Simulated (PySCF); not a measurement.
## Electric field gradients and quadrupole coupling constants

C9H16O.
Geometry (PBE0-D3(BJ)/def2-SVP, Å), atoms numbered from 1 in this order:
```
atom  x, y, z in Å
C1     3.0239    0.4732   -0.3858
O2     1.9582   -0.3938   -0.6118
C3     1.0311   -0.4990    0.4448
C4     0.1057   -1.6632    0.1091
C5    -0.9343   -1.2981   -0.9495
C6    -1.5895    0.0538   -0.6482
C7    -2.1224    0.1201    0.7956
C8    -0.9198    0.5919    1.6521
C9     0.2311    0.7997    0.6525
C10   -0.5076    1.1377   -0.6434
H11    2.7222    1.5378   -0.3749
H12    3.7465    0.3337   -1.2025
H13    3.5349    0.2557    0.5735
H14    1.5811   -0.7289    1.3825
H15    0.7252   -2.5106   -0.2214
H16   -0.3979   -1.9861    1.0338
H17   -1.6992   -2.0901   -1.0074
H18   -0.4522   -1.2487   -1.9394
H19   -2.3825    0.2528   -1.3860
H20   -2.9482    0.8447    0.8610
H21   -2.5289   -0.8477    1.1289
H22   -0.6529   -0.1233    2.4466
H23   -1.1515    1.5419    2.1566
H24    0.9098    1.6012    0.9822
H25   -0.9548    2.1437   -0.5845
H26    0.1465    1.1008   -1.5270
```

Field gradients from the PBE0/pcSseg-1 density (PySCF, non-relativistic), principal values in atomic units, ordered |Vxx| ≤ |Vyy| ≤ |Vzz|:

```json
{"atom": "O2", "Vxx": "-0.0480", "Vyy": "-1.9457", "Vzz": "1.9937"}
```

Question: Find the asymmetry η = (Vxx − Vyy)/Vzz and the couplings χ = eQV/h (234.96 MHz × Q in barn × V in au), with Q(17O) = −0.0256 b.

Answer: 
| atom | environment | nucleus | η | χzz (MHz) | χxx (MHz) | χyy (MHz) |
| --- | --- | --- | --- | --- | --- | --- |
| O2 | ether oxygen | 17O | 0.95 | -11.99 | 0.29 | 11.70 |

At O2 η is above 0.9: Vyy and Vzz are nearly equal in size and opposite in sign, so a small change could swap them and flip the sign of χzz. The tensor is traceless: Vxx + Vyy + Vzz = 0.

Question: What is Vzz at O2 in SI units (1 au = 9.71736 × 10²¹ V/m²)?

Answer: 1.9937 au = 19.373 × 10²¹ V/m².

Were the hydrogens deuterons (Q(2H) = 0.00286 b), χzz would run from 178 kHz (H14) to 196 kHz (H20, H23, H21 and H26).

One conformer (not necessarily the lowest) at the PBE0-D3(BJ)/def2-SVP geometry, without solvent, vibrations or thermal averaging. These gradients aren't converged with respect to the basis.

The run behind these numbers computed NMR shieldings as well. Hardware: x86-64 server, one thread, on a shared host. Cost: 83 s of wall time.
